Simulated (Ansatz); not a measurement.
**Computed against measured: atomisation enthalpy at 298 K**

10 molecules holding an element from Na to Cl; the atomisation enthalpy at 298 K in kJ/mol, computed less measured. Shapes, held fixed at every level: PBE0-D4/def2-TZVP. Flexible molecules stand in one conformer, not always the lowest. Thermal terms are harmonic and unscaled (PBE0-D4/def2-TZVP); the spin-orbit lowering of the free atoms is taken from their spectra. Programs: Ansatz 0.2.0. Measured values: Active Thermochemical Tables, CRC Handbook of Chemistry and Physics, NIST-JANAF tables.

Levels: A = B3LYP-D4/def2-TZVPP; B = MP2/def2-TZVPP; C = CCSD(T)/def2-TZVPP.

| molecule | from tabulated heats | A | B | C |
| --- | --- | --- | --- | --- |
| Cl2 (chlorine) | 243 | -14 | -9 | -29 |
| OCS (carbonyl sulfide) | 1381 | +3 | +43 | -51 |
| AlClF2 (SMILES [F][Al]([F])[Cl]) | 1609 | -42 | +50 | -47 |
| SOF2 (thionyl fluoride) | 1229 | +15 | +73 | -40 |
| SF4 (sulfur tetrafluoride) | 1358 | -22 | +40 | -85 |
| C2ClF3 (SMILES FC(F)=C(F)Cl) | 2299 | -14 | +54 | -88 |
| C2Cl3F3 (SMILES FC(F)(Cl)C(F)(Cl)Cl) | 2753 | -46 | +75 | -109 |
| Si(CH3)3Cl (chlorotrimethylsilane) | 5037 | -14 | -80 | -123 |
| C4H9Cl (2-chloro-2-methylpropane) | 5133 | -13 | -64 | -121 |
| C4H10S (SMILES CCSCC) | 5408 | -2 | -86 | -131 |

Q: Which level does best on this set, which worst, and which err to one side?

A: 
```tsv
level	kind	mean error	mean absolute error	worst case
B3LYP-D4/def2-TZVPP	global hybrid	-14.9	18.5	C2Cl3F3
MP2/def2-TZVPP	perturbation theory	+9.6	57.4	C4H10S
CCSD(T)/def2-TZVPP	coupled cluster or CI	-82.4	82.4	C4H10S
```

On this set B3LYP-D4/def2-TZVPP has the smallest mean absolute error and CCSD(T)/def2-TZVPP the largest. B3LYP-D4/def2-TZVPP is too low in 8 of 10; CCSD(T)/def2-TZVPP is too low in 10 of 10. The heats of AlClF2 (SMILES [F][Al]([F])[Cl]), SF4 (sulfur tetrafluoride), C2ClF3 (chlorotrifluoroethylene), C2Cl3F3 (1,1,2-trichlorotrifluoroethane), Si(CH3)3Cl (chlorotrimethylsilane), C4H9Cl (2-chloro-2-methylpropane) come from older tables and can be uncertain by 10 kJ/mol or more. Heats of the atoms come from ATcT where it has them. The tabulated value of SOF2 is in doubt (older tables, estimates, or at odds with other calculations) and kept here. Over the 9 molecules whose values aren't doubted the mean absolute errors are A 18.9; B 55.7; C 87.1. For CCSD(T)/def2-TZVPP the error tends to grow with the atomisation enthalpy. Correlated wave functions converge slowly with the basis. The set is small.
